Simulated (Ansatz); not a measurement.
One change: `[F][AlH][S][SiH3]` becomes `C[S][AlH][F]`.

Ansatz, PBE0-D4/def2-TZVP geometries, multiplicity 1. Each molecule was computed in one conformer, which needn't be the lowest.

```json
{"property": "HOMO energy (PBE0/def2-TZVPP) / eV", "`[F][AlH][S][SiH3]`": "-8.00"}
{"property": "size of the dipole moment (ωB97M-V/def2-TZVPP) / D", "`[F][AlH][S][SiH3]`": "1.92"}
{"property": "HOMO energy (B3LYP/def2-TZVPP) / eV", "`[F][AlH][S][SiH3]`": "-7.75"}
{"property": "LUMO energy (ωB97M-V/def2-TZVPP) / eV", "`[F][AlH][S][SiH3]`": "0.52"}
{"property": "ideal-gas entropy at 298 K and 1 bar (rigid rotor, harmonic PBE0-D4/def2-TZVP) / J/(mol·K)", "`[F][AlH][S][SiH3]`": "357"}
{"property": "HOMO–LUMO gap (PBE0/def2-TZVPP) / eV", "`[F][AlH][S][SiH3]`": "6.91"}
```

(1) What does the change do to each property? (Estimate.)

## Answers

(1) Computed: 
```json
{"property": "HOMO energy (PBE0/def2-TZVPP) / eV", "`C[S][AlH][F]`": "-7.41", "shift": "0.59"}
{"property": "size of the dipole moment (ωB97M-V/def2-TZVPP) / D", "`C[S][AlH][F]`": "2.54", "shift": "0.62"}
{"property": "HOMO energy (B3LYP/def2-TZVPP) / eV", "`C[S][AlH][F]`": "-7.17", "shift": "0.58"}
{"property": "LUMO energy (ωB97M-V/def2-TZVPP) / eV", "`C[S][AlH][F]`": "0.74", "shift": "0.22"}
{"property": "ideal-gas entropy at 298 K and 1 bar (rigid rotor, harmonic PBE0-D4/def2-TZVP) / J/(mol·K)", "`C[S][AlH][F]`": "334", "shift": "-23"}
{"property": "HOMO–LUMO gap (PBE0/def2-TZVPP) / eV", "`C[S][AlH][F]`": "6.55", "shift": "-0.36"}
```

With PBE0 the HOMO rises by 0.59 eV and the LUMO rises by 0.23 eV, so the gap narrows by about 0.36 eV. PBE moves the HOMO by 0.59 eV and ωB97M-V by 0.56 eV. Dipoles are sizes alone; their direction can turn. Modes under 60 cm⁻¹, often nearly free rotors, make the harmonic entropy too high.

B3LYP here is the variant with VWN-RPA as its local correlation; programs differ in this.
